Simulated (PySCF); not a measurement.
Ligands exchanged one at a time, In F-H. All species are isolated molecules in the gas phase. Strings in code marks are SMILES.

The numbers are results of TPSSh-D3(BJ)/def2-TZVP // CAM-B3LYP-D3(BJ)/def2-TZVP (PySCF), not measurements. All candidates: neutral, multiplicity 1. Delta-SCF ions had no search for a lower state. Excitations are Tamm–Dancoff values on a coarser integration grid. The basis has no diffuse functions, so Rydberg states are missing or too high.

```json
{
  "HOMO": "-10.04 eV",
  "T1 excitation (TDA)": "5.16 eV",
  "vertical ionisation energy (Delta-SCF)": "13.07 eV"
}
```

Task: Identify which member has these values.
A. `[F][In]([F])[F]`
B. `[F][InH][F]`
C. `[F][InH2]`

Result: A, `[F][In]([F])[F]`. The others give `[F][InH2]`: -8.04 eV, 5.13 eV, 10.95 eV; `[F][InH][F]`: -9.04 eV, 5.54 eV, 12.03 eV
